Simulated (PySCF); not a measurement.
# Energy of La²⁺ (lanthanum, charge +2) between two integer charges

The 5d alpha orbital of [Xe] 5d1 is emptied in steps (occupation f), with all orbitals relaxed, ending at [Xe]. Computed with PySCF 2.14 in def2-TZVP with the def2 core potential (46 electrons) (6s4p3d1f, 40 functions), with a scalar-relativistic core potential. The exact energy is a straight line in f; departures are measured from the line between the end points of the same method.

```
   f  PBE0 (eV)  r2SCAN (eV)  LC-wPBE (eV)
   1      0.000        0.000         0.000
0.75     -0.546       -0.679        -0.067
 0.5     -0.727       -0.891        -0.085
0.25     -0.543       -0.651        -0.060
   0      0.000        0.000         0.000
```

```tsv
method	E(f=0) − E(f=1) (eV)	−ε at f=1 (eV)	−ε at f=0.5 (eV)
PBE0	19.039	16.124	19.046
r2SCAN	18.930	15.275	19.003
LC-wPBE	18.951	18.579	18.969
```

Orbital energy along the path (eV):

```tsv
f	PBE0	r2SCAN	LC-wPBE
1	-16.124	-15.275	-18.579
0.75	-17.585	-17.153	-18.785
0.5	-19.046	-19.003	-18.969
0.25	-20.497	-20.748	-19.124
0	-21.910	-22.221	-19.257
```

Reference removal energy between the ground levels: 19.177 eV (measured; NIST Atomic Spectra Database, ionization energies). The calculation has no spin-orbit coupling.
